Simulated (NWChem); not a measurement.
System: GaH$_{3}$O$_{2}$; SMILES [OH][GaH][OH]

Input file for NWChem:

```
start job
memory heap 200 mb stack 900 mb global 1100 mb
geometry units angstroms
  Ga    -0.325254    -0.044418     0.000000
  H     -1.884215    -0.037968     0.000000
  O      0.568870    -1.602555     0.000000
  H      1.533182    -1.453544     0.000000
  O      0.771024     1.390389     0.000000
  H      0.281215     2.233024     0.000000
end
basis spherical
  Ga library sto-3g
  H library sto-3g
  O library sto-3g
end
dft
  xc hfexch
  iterations 150
end
driver
  maxiter 120
end
task dft optimize
task dft freq
```

Output (shortened):

```
             Northwest Computational Chemistry Package (NWChem) 7.3.0
             --------------------------------------------------------

 CS  symmetry detected

                             Geometry "geometry" -> ""
                             -------------------------

 Output coordinates in angstroms (scale by  1.889725989 to convert to a.u.)

  No.       Tag          Charge          X              Y              Z
 ---- ---------------- ---------- -------------- -------------- --------------
    1 Ga                  31.0000    -0.33642092    -0.01068741     0.00000000
    2 H                    1.0000    -1.89448003    -0.06409909     0.00000000
    3 O                    8.0000     0.61686906    -1.53334524     0.00000000
    4 H                    1.0000     1.57474866    -1.34741898     0.00000000
    5 O                    8.0000     0.70395873     1.46515362     0.00000000
    6 H                    1.0000     0.18215760     2.28836087     0.00000000

 Effective nuclear repulsion energy (a.u.)     196.0662440991

      Symmetry information
      --------------------

 Group name             Cs
 Group number              2
 Group order               2
 No. of unique centers     6

                                Z-matrix (autoz)
                                --------

 Units are Angstrom for bonds and degrees for angles

      Type          Name      I     J     K     L     M      Value
      ----------- --------  ----- ----- ----- ----- ----- ----------
    1 Stretch                  1     2                       1.55897
    2 Stretch                  1     3                       1.79645
    3 Stretch                  1     5                       1.80568
    4 Stretch                  3     4                       0.97576
    5 Stretch                  5     6                       0.97465
    6 Bend                     1     3     4               111.06481
    7 Bend                     1     5     6               112.44933
    8 Bend                     2     1     3               120.08605
    9 Bend                     2     1     5               127.14493
   10 Bend                     3     1     5               112.76902
   11 Torsion                  2     1     3     4         180.00000
   12 Torsion                  2     1     5     6           0.00000
   13 Torsion                  3     1     5     6         180.00000
   14 Torsion                  4     3     1     5          -0.00000

  xc_inp: hfexch multiplicative factor not found.

                           NWChem Geometry Optimization
                           ----------------------------

 maximum gradient threshold         (gmax) =   0.000450
 rms gradient threshold             (grms) =   0.000300
 maximum cartesian step threshold   (xmax) =   0.001800
 rms cartesian step threshold       (xrms) =   0.001200
 fixed trust radius                (trust) =   0.300000
 source of zmatrix                         =   autoz

          -------------------
          Energy Minimization
          -------------------

 Using diagonal initial Hessian
 Scaling for Hessian diagonals: bonds = 1.00  angles = 0.25  torsions = 0.10

          --------
          Step   0

                                 NWChem DFT Module
                                 -----------------

 Summary of "ao basis" -> "ao basis" (spherical)
 ------------------------------------------------------------------------------
       Tag                 Description            Shells   Functions and Types
 ---------------- ------------------------------  ------  ---------------------
 Ga                          sto-3g                  8       18   4s3p1d
 H                           sto-3g                  1        1   1s
 O                           sto-3g                  3        5   2s1p

      Symmetry analysis of basis
      --------------------------

        a'         24
        a"          7

            General Information
            -------------------
          SCF calculation type: DFT
          Wavefunction type:  closed shell.
          No. of atoms     :     6
          No. of electrons :    50
           Alpha electrons :    25
            Beta electrons :    25
          Charge           :     0
          Spin multiplicity:     1
          Use of symmetry is: on ; symmetry adaption is: on
          Maximum number of iterations: 150
          AO basis - number of functions:    31
                     number of shells:    17
          Convergence on energy requested:  1.00D-06
          Convergence on density requested:  1.00D-05
          Convergence on gradient requested:  5.00D-04

              XC Information
              --------------
                     Hartree-Fock (Exact) Exchange  1.000

      Superposition of Atomic Density Guess
      -------------------------------------

 Sum of atomic energies:       -2049.69048502

      Non-variational initial energy
      ------------------------------

 Total energy =   -2049.562832
 1-e energy   =   -3276.268586
 2-e energy   =    1030.639510
 HOMO         =      -0.025879
 LUMO         =       0.219726

      Symmetry analysis of molecular orbitals - initial
      -------------------------------------------------

  Numbering of irreducible representations:

     1 a'          2 a"

  Orbital symmetries:

     1 a'          2 a'          3 a'          4 a'          5 a"
     6 a'          7 a'          8 a'          9 a'         10 a'
    11 a"         12 a'         13 a'         14 a'         15 a'
    16 a'         17 a'         18 a'         19 a"         20 a"
    21 a'         22 a"         23 a"         24 a'         25 a'
    26 a"         27 a'         28 a'         29 a'         30 a'
    31 a'

   convergence    iter        energy       DeltaE   RMS-Dens  Diis-err
 ---------------- ----- ----------------- --------- --------- ---------
 d= 0,ls=0.0,diis     1  -2050.1935883911 -2.25D+03  3.38D-02  5.74D-01
 d= 0,ls=0.0,diis     2  -2050.2989467003 -1.05D-01  9.92D-03  7.44D-02
 d= 0,ls=0.0,diis     3  -2050.3134144868 -1.45D-02  2.53D-03  2.36D-03
 d= 0,ls=0.0,diis     4  -2050.3140779507 -6.63D-04  7.77D-04  1.07D-04
 d= 0,ls=0.0,diis     5  -2050.3141460910 -6.81D-05  1.00D-03  3.69D-05
  Resetting Diis
 d= 0,ls=0.0,diis     6  -2050.3141853455 -3.93D-05  1.84D-04  3.10D-06
 d= 0,ls=0.0,diis     7  -2050.3141878851 -2.54D-06  6.50D-05  1.01D-06
 d= 0,ls=0.0,diis     8  -2050.3141885836 -6.99D-07  7.44D-05  5.11D-07
 d= 0,ls=0.0,diis     9  -2050.3141891315 -5.48D-07  8.96D-05  2.08D-07
 d= 0,ls=0.0,diis    10  -2050.3141894571 -3.26D-07  3.42D-05  2.43D-08
 d= 0,ls=0.0,diis    11  -2050.3141894922 -3.52D-08  3.26D-06  6.95D-10

         Total DFT energy =    -2050.314189492250
      One electron energy =    -3269.178754467349
           Coulomb energy =     1115.217342723325
    Exchange-Corr. energy =      -92.419021847321
 Nuclear repulsion energy =      196.066244099095

 Numeric. integr. density =        0.000000000000

                  Occupations of the irreducible representations
                  ----------------------------------------------

                     irrep           alpha         beta
                     --------     --------     --------
                     a'               19.0         19.0
                     a"                6.0          6.0

                       DFT Final Molecular Orbital Analysis
                       ------------------------------------

 Vector   23  Occ=2.000000D+00  E=-2.917335D-01  Symmetry=a'
              MO Center= -3.4D-01,  1.8D-03,  2.0D-15, r^2= 3.8D-01
   Bfn.  Coefficient  Atom+Function         Bfn.  Coefficient  Atom+Function
  ----- ------------  ---------------      ----- ------------  ---------------
    16      0.873165  1 Ga d  0              18      0.332289  1 Ga d  2
    10      0.245215  1 Ga s                 19     -0.181685  2 H  s
    14      0.180721  1 Ga d -2              11      0.134097  1 Ga px
    27     -0.123940  5 O  s                 28     -0.068132  5 O  px
    21     -0.057652  3 O  s                 31      0.056144  6 H  s

 Vector   24  Occ=2.000000D+00  E=-2.837390D-01  Symmetry=a'
              MO Center= -2.2D-01,  1.0D-01,  8.0D-16, r^2= 8.4D-01
   Bfn.  Coefficient  Atom+Function         Bfn.  Coefficient  Atom+Function
  ----- ------------  ---------------      ----- ------------  ---------------
    18      0.806395  1 Ga d  2              16     -0.344614  1 Ga d  0
    28     -0.308414  5 O  px                11      0.227360  1 Ga px
    10     -0.157192  1 Ga s                 21      0.119910  3 O  s
    25     -0.114163  4 H  s                 14     -0.106865  1 Ga d -2
    22     -0.106001  3 O  px                27     -0.102044  5 O  s

[...]

      ----------------------
      Optimization converged
      ----------------------

  Step       Energy      Delta E   Gmax     Grms     Xrms     Xmax
  ---- ---------------- -------- -------- -------- -------- --------
@   17   -2050.37365095 -3.7D-08  0.00001  0.00000  0.00022  0.00042
                                     ok       ok       ok       ok

                                Z-matrix (autoz)
                                --------

 Units are Angstrom for bonds and degrees for angles

      Type          Name      I     J     K     L     M      Value     Gradient
      ----------- --------  ----- ----- ----- ----- ----- ---------- ----------
    1 Stretch                  1     2                       1.36073    0.00000
    2 Stretch                  1     3                       1.69949    0.00000
    3 Stretch                  1     5                       1.51590    0.00000
    4 Stretch                  3     4                       0.97787   -0.00000
    5 Stretch                  5     6                       0.96273   -0.00001
    6 Bend                     1     3     4               114.83446   -0.00000
    7 Bend                     1     5     6               131.91279   -0.00000
    8 Bend                     2     1     3               103.88943    0.00000
    9 Bend                     2     1     5               153.24180    0.00000
   10 Bend                     3     1     5               102.86877   -0.00001
   11 Torsion                  2     1     3     4         180.00000    0.00000
   12 Torsion                  2     1     5     6           0.00000    0.00000
   13 Torsion                  3     1     5     6         180.00000    0.00000
   14 Torsion                  4     3     1     5          -0.00000    0.00000

                         Geometry "geometry" -> "geometry"
                         ---------------------------------

 Output coordinates in angstroms (scale by  1.889725989 to convert to a.u.)

  No.       Tag          Charge          X              Y              Z
 ---- ---------------- ---------- -------------- -------------- --------------
    1 Ga                  31.0000    -0.45511189     0.12190845     0.00000000
    2 H                    1.0000    -1.72961101    -0.35480021     0.00000000
    3 O                    8.0000     0.50497084    -1.28041262     0.00000000
    4 H                    1.0000     1.46925079    -1.11796468     0.00000000
    5 O                    8.0000     0.57357463     1.23535146     0.00000000
    6 H                    1.0000     0.48375973     2.19388136     0.00000000

 Effective nuclear repulsion energy (a.u.)     219.0440017293

      Symmetry information
      --------------------

 Group name             Cs
 Group number              2
 Group order               2
 No. of unique centers     6

                Final and change from initial internal coordinates
                --------------------------------------------------

                                Z-matrix (autoz)
                                --------

 Units are Angstrom for bonds and degrees for angles

      Type          Name      I     J     K     L     M      Value       Change
      ----------- --------  ----- ----- ----- ----- ----- ---------- ----------
    1 Stretch                  1     2                       1.36073   -0.19824
    2 Stretch                  1     3                       1.69949   -0.09697
    3 Stretch                  1     5                       1.51590   -0.28979
    4 Stretch                  3     4                       0.97787    0.00211
    5 Stretch                  5     6                       0.96273   -0.01192
    6 Bend                     1     3     4               114.83446    3.76965
    7 Bend                     1     5     6               131.91279   19.46346
    8 Bend                     2     1     3               103.88943  -16.19663
    9 Bend                     2     1     5               153.24180   26.09687
   10 Bend                     3     1     5               102.86877   -9.90024
   11 Torsion                  2     1     3     4         180.00000    0.00000
   12 Torsion                  2     1     5     6           0.00000    0.00000
   13 Torsion                  3     1     5     6         180.00000    0.00000
   14 Torsion                  4     3     1     5          -0.00000    0.00000

[...]

 Rotational Constants
 --------------------
 A=   0.622209 cm-1  (  0.895201 K)
 B=   0.294164 cm-1  (  0.423228 K)
 C=   0.199735 cm-1  (  0.287368 K)

 Temperature                      =   298.15K
 frequency scaling parameter      =   1.0000

 Zero-Point correction to Energy  =   24.774 kcal/mol  (  0.039479 au)
 Thermal correction to Energy     =   27.371 kcal/mol  (  0.043618 au)
 Thermal correction to Enthalpy   =   27.963 kcal/mol  (  0.044561 au)

 Total Entropy                    =   66.980 cal/mol-K
   - Translational                =   39.815 cal/mol-K (mol. weight = 103.9390)
   - Rotational                   =   23.295 cal/mol-K (symmetry #  =        1)
   - Vibrational                  =    3.870 cal/mol-K

 Cv (constant volume heat capacity) =   13.823 cal/mol-K
   - Translational                  =    2.979 cal/mol-K
   - Rotational                     =    2.979 cal/mol-K
   - Vibrational                    =    7.864 cal/mol-K

[normal modes left out]

 ----------------------------------------------------------------------------
 Normal Eigenvalue ||           Projected Infra Red Intensities
  Mode   [cm**-1]  || [atomic units] [(debye/angs)**2] [(KM/mol)] [arbitrary]
 ------ ---------- || -------------- ----------------- ---------- -----------
    1       -0.000 ||    0.000025           0.001         0.024       0.008
    2        0.000 ||    0.003134           0.072         3.055       1.004
    3        0.000 ||    0.001889           0.044         1.842       0.605
    4        0.000 ||    0.000076           0.002         0.074       0.024
    5        0.000 ||    0.000584           0.013         0.569       0.187
    6        0.000 ||    0.002687           0.062         2.619       0.861
    7      308.354 ||    0.008332           0.192         8.122       2.670
    8      516.442 ||    0.145711           3.362       142.047      46.694
    9      534.829 ||    0.116981           2.699       114.039      37.487
   10      650.845 ||    0.033574           0.775        32.730      10.759
   11      701.980 ||    0.076247           1.759        74.329      24.434
   12      727.972 ||    0.002096           0.048         2.044       0.672
   13      797.251 ||    0.019937           0.460        19.436       6.389
   14     1032.263 ||    0.027771           0.641        27.072       8.899
   15     1087.771 ||    0.060347           1.392        58.829      19.338
   16     2197.118 ||    0.028578           0.659        27.859       9.158
   17     4314.225 ||    0.030038           0.693        29.283       9.626
   18     4468.672 ||    0.003697           0.085         3.604       1.185
 ----------------------------------------------------------------------------
```

Level: Hartree-Fock/STO-3G.
